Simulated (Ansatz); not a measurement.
One geometry of C3H7BO2 (`CB(C)OC=O`), several functionals.

```yaml
crystal:
  periodic: [false, false, false]
  atoms:
    - {symbol: C, position_ang: [-0.389139, -1.820376, -0.016247]}
    - {symbol: B, position_ang: [-0.061159, -0.293861, -0.046893]}
    - {symbol: C, position_ang: [1.388626, 0.268285, 0.088583]}
    - {symbol: O, position_ang: [-1.163783, 0.538550, -0.256987]}
    - {symbol: C, position_ang: [-1.195055, 1.870717, -0.088797]}
    - {symbol: O, position_ang: [-0.496434, 2.500140, 0.642612]}
    - {symbol: H, position_ang: [-0.050427, -2.271404, -0.957973]}
    - {symbol: H, position_ang: [-1.451057, -2.042671, 0.097839]}
    - {symbol: H, position_ang: [0.175315, -2.330693, 0.769904]}
    - {symbol: H, position_ang: [1.555846, 0.535585, 1.139252]}
    - {symbol: H, position_ang: [2.138383, -0.479898, -0.177136]}
    - {symbol: H, position_ang: [1.567752, 1.183837, -0.478282]}
    - {symbol: H, position_ang: [-1.998269, 2.306990, -0.701074]}
basis:
  gaussian: {orbitals: def2-TZVPP}
hamiltonian: {xc: {name: wB97M-V}}
output: {forces: true, orbitals: {seedname: orbitals}}
```

```sh
$ ansatz run in.yaml --threads 4 --pin off --events-out ev --progress --plain
```

It prints (some lines left out):

```
Functional definition: wB97M-V
1424 factors; their error is unknown
364 factors; integrals over basis functions are off by at most 1.1e-5 eV
mean field evaluation 1: about -7988.8929 eV, gradient 6.7e1 eV
mean field evaluation 2: about -7990.4300 eV, gradient 6.5e1 eV
mean field evaluation 4: about -7997.3948 eV, gradient 3.1e0 eV
mean field evaluation 8: about -7997.4243 eV, gradient 7.2e-2 eV
mean field evaluation 16: about -7997.4114 eV, gradient 2.0e-4 eV
mean field -7997.41140988 eV, -293.8994484728 hartree, gradient 7.1e-5 eV, S^2 0.000000; 0 other end points of the search recorded, 0 dependent functions left out
reference -7997.41146173 eV, -293.8994503785 hartree; 23, 23 occupied and 261, 261 virtual orbitals, 1424 factors
Total energy: -7997.41146173 eV, -293.8994503785 hartree
Atom 0 at    -0.389139    -1.820376    -0.016247 Å, force    -0.010427    -0.128593    -0.008023 eV/Å
Atom 1 at    -0.061159    -0.293861    -0.046893 Å, force     0.075266    -0.050558     0.015286 eV/Å
Atom 2 at     1.388626     0.268285     0.088583 Å, force     0.106578     0.058780     0.028518 eV/Å
Atom 3 at    -1.163783     0.538550    -0.256987 Å, force    -0.087348    -0.176026    -0.017466 eV/Å
Atom 4 at    -1.195055     1.870717    -0.088797 Å, force    -0.183873     0.228353    -0.142888 eV/Å
Atom 5 at    -0.496434     2.500140     0.642612 Å, force     0.090385     0.025616     0.077921 eV/Å
Atom 6 at    -0.050427    -2.271404    -0.957973 Å, force    -0.024903     0.037804     0.065069 eV/Å
Atom 7 at    -1.451057    -2.042671     0.097839 Å, force     0.077512     0.022639    -0.006006 eV/Å
Atom 8 at     0.175315    -2.330693     0.769904 Å, force    -0.041225     0.039141    -0.053648 eV/Å
Atom 9 at     1.555846     0.535585     1.139252 Å, force    -0.017603    -0.017757    -0.067456 eV/Å
Atom 10 at     2.138383    -0.479898    -0.177136 Å, force    -0.054784     0.047398     0.013772 eV/Å
Atom 11 at     1.567752     1.183837    -0.478282 Å, force    -0.015251    -0.062281     0.032103 eV/Å
Atom 12 at    -1.998269     2.306990    -0.701074 Å, force     0.085671    -0.024516     0.062818 eV/Å
Dipole moment:    -0.069448    -0.260847    -0.233047 e Å
```

It took 14 s on 4 threads of a server CPU on a shared host, with 1.1 GiB of host memory at the peak.

With the line `hamiltonian: {xc: {name: B3LYP}, dispersion: d4}` (abridged; 6 s):

```
Functional definition: B3LYP
mean field evaluation 16: about -8000.8975 eV, gradient 5.1e-4 eV
mean field -8000.89751146 eV, -294.0275603432 hartree, gradient 2.3e-5 eV, S^2 0.000000
Total energy: -8001.27541550 eV, -294.0414480603 hartree
Atom 0 force     0.001261    -0.083454     0.004671 eV/Å
Atom 1 force     0.035878    -0.087968    -0.004133 eV/Å
Atom 2 force     0.078596     0.030454     0.018916 eV/Å
Atom 3 force    -0.034069    -0.203299    -0.041360 eV/Å
Atom 4 force    -0.285915     0.196321    -0.187551 eV/Å
Atom 5 force     0.163431     0.174828     0.186054 eV/Å
Atom 6 force    -0.020836     0.004393     0.037164 eV/Å
Atom 7 force     0.052163     0.000287    -0.003010 eV/Å
Atom 8 force    -0.034880     0.005726    -0.034154 eV/Å
Atom 9 force     0.008541    -0.010383    -0.045980 eV/Å
Atom 10 force    -0.021330     0.042703     0.008962 eV/Å
Atom 11 force     0.009475    -0.052782     0.025289 eV/Å
Atom 12 force     0.047685    -0.016827     0.035132 eV/Å
Dipole moment:    -0.063648    -0.269260    -0.230957 e Å
```

Changing it to `hamiltonian: {xc: {name: CAM-B3LYP}, dispersion: d4}` and no forces (abridged; 4.2 s):

```
Functional definition: CAM-B3LYP
mean field evaluation 16: about -7997.0235 eV, gradient 2.2e-4 eV
mean field -7997.02347144 eV, -293.8851919984 hartree, gradient 3.1e-5 eV, S^2 0.000000
Total energy: -7997.22374167 eV, -293.8925517934 hartree
```

The same input with `hamiltonian: {xc: {name: wB97X-V}}` and no forces (abridged; 9 s):

```
Functional definition: wB97X-V
mean field evaluation 16: about -7998.1117 eV, gradient 9.6e-5 eV
mean field -7998.11174790 eV, -293.9251854203 hartree, gradient 2.2e-5 eV, S^2 0.000000
Total energy: -7998.11174575 eV, -293.9251853416 hartree
```

With the line `hamiltonian: {xc: {name: r2SCAN0}, dispersion: d4}` and no forces (abridged; 6 s):

```
Functional definition: r2SCAN0
mean field evaluation 16: about -7995.1434 eV, gradient 2.5e-4 eV
mean field -7995.14340478 eV, -293.8161008228 hartree, gradient 1.7e-5 eV, S^2 0.000000
Total energy: -7995.21475056 eV, -293.8187227317 hartree
```

The same input with `hamiltonian: {xc: r2scan, dispersion: d4}` (abridged; 6 s):

```
Functional definition: r2SCAN
mean field evaluation 16: about -7996.1411 eV, gradient 8.1e-4 eV
mean field -7996.14105618 eV, -293.8527638357 hartree, gradient 8.5e-5 eV, S^2 0.000000
Total energy: -7996.20345220 eV, -293.8550568471 hartree
Atom 0 force    -0.014157     0.006410     0.023242 eV/Å
Atom 1 force     0.155093    -0.132902     0.041519 eV/Å
Atom 2 force    -0.008436     0.000905    -0.028983 eV/Å
Atom 3 force    -0.149661    -0.249626    -0.091512 eV/Å
Atom 4 force    -0.246174     0.157624    -0.221381 eV/Å
Atom 5 force     0.275380     0.228476     0.297582 eV/Å
Atom 6 force    -0.004644    -0.001131     0.024222 eV/Å
Atom 7 force     0.023473    -0.006542    -0.008434 eV/Å
Atom 8 force    -0.007633    -0.004908    -0.030101 eV/Å
Atom 9 force     0.003654     0.003232    -0.020437 eV/Å
Atom 10 force    -0.001492     0.012861     0.013178 eV/Å
Atom 11 force     0.003929    -0.005683     0.023011 eV/Å
Atom 12 force    -0.029333    -0.008719    -0.021907 eV/Å
Dipole moment:    -0.053536    -0.280391    -0.224295 e Å
```

B3LYP takes the VWN-RPA correlation (the form of Gaussian; ORCA's B3LYP/G).
